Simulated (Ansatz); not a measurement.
Compare A (`OBB[SiH3]`) with its isomer B (`B[SiH](B)O`).

Program: Ansatz. Geometries: PBE0-D4/def2-TZVP. ΔE: electronic, gas phase. CCSD(T)/CBS adds triple-zeta CCSD(T) − MP2 to the extrapolated MP2 energy (def2 sets, frozen cores). DFT in def2-TZVPP. B3LYP here is the variant with VWN-RPA as its local correlation; programs differ in this. Each species was taken in one conformer, which may not be the lowest.

**Question.** Which is lower in electronic energy at CCSD(T)/CBS, and by how much? (An estimate is asked.)

**Answer.** Computed: A, by 17.1 kcal/mol.

**Question.** Give E(B) − E(A) in kcal/mol with CCSD(T)/def2-TZVPP, PBE0-D4, BLYP-D4, LDA (SPW92), CCSD/def2-TZVPP, B3LYP-D4, MP2/def2-TZVPP. (Estimate.)

**Answer.** Computed: CCSD(T)/def2-TZVPP 17.9, PBE0-D4 19.4, BLYP-D4 18.9, LDA (SPW92) 22.6, CCSD/def2-TZVPP 17.5, B3LYP-D4 18.6, MP2/def2-TZVPP 17.6. None reverses the order clearly.

**Question.** Does the order hold for the free energy at 298.15 K (harmonic terms from PBE0-D4)? (Estimate.)

**Answer.** Computed: Yes: G(B) − G(A) = +16.5 kcal/mol, for one conformer each.

Largest T1 diagnostic: 0.014.

Leaving LDA and LC-ωPBE aside and taking each functional with its dispersion term where it has one, the values, not all of them listed here, spread over 2.6 kcal/mol, from BHLYP-D4 to PBE-D4. LDA lies +2.2 kcal/mol from PBE without D4. In def2-TZVPP, CCSD(T) changes the Hartree–Fock value by +1.9 kcal/mol (the triples alone add +0.4 kcal/mol) and MP2 by +1.6 kcal/mol.
